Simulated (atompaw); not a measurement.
## Reading a pseudo-wave (S (Z = 16))

Columns: radius, all-electron u(r) and pseudo u(r) of the 3s shell (level -17.19 eV) of sulfur in the configuration [Ne] 3s2 3p4; PBEsol, scalar-relativistic, PAW (atompaw) scheme, atompaw 4.2.0.5.

```csv
r (bohr),all-electron,pseudo
0.073,0.1880,0.0932
0.146,-0.0647,0.1852
0.219,-0.2920,0.2749
0.292,-0.3984,0.3612
0.365,-0.3935,0.4431
0.438,-0.3111,0.5196
0.512,-0.1816,0.5910
0.585,-0.0333,0.6547
0.658,0.1184,0.7111
0.731,0.2624,0.7600
0.804,0.3926,0.8011
0.877,0.5059,0.8345
0.950,0.6011,0.8603
1.023,0.6787,0.8787
1.096,0.7393,0.8902
1.169,0.7841,0.8951
1.242,0.8147,0.8941
1.315,0.8329,0.8878
1.388,0.8404,0.8768
1.462,0.8388,0.8614
1.535,0.8297,0.8428
1.608,0.8144,0.8212
1.681,0.7943,0.7973
1.754,0.7704,0.7713
1.827,0.7436,0.7437
1.900,0.7147,0.7147
```

(1) How many radial nodes do the two functions have?

(2) Where does each function peak?

(3) Is the pseudo-wave norm-conserving?

Results:

(1) The all-electron 3s function has n − l − 1 = 2; the pseudo-wave has 0, since the states of the same l below it are removed with the core.

(2) Outermost all-electron maximum near 1.39 bohr, pseudo maximum near 1.17 bohr (to the table’s step).

(3) No, it belongs to a PAW set: the norm inside the radius is not constrained, and the difference is carried by the augmentation charge.
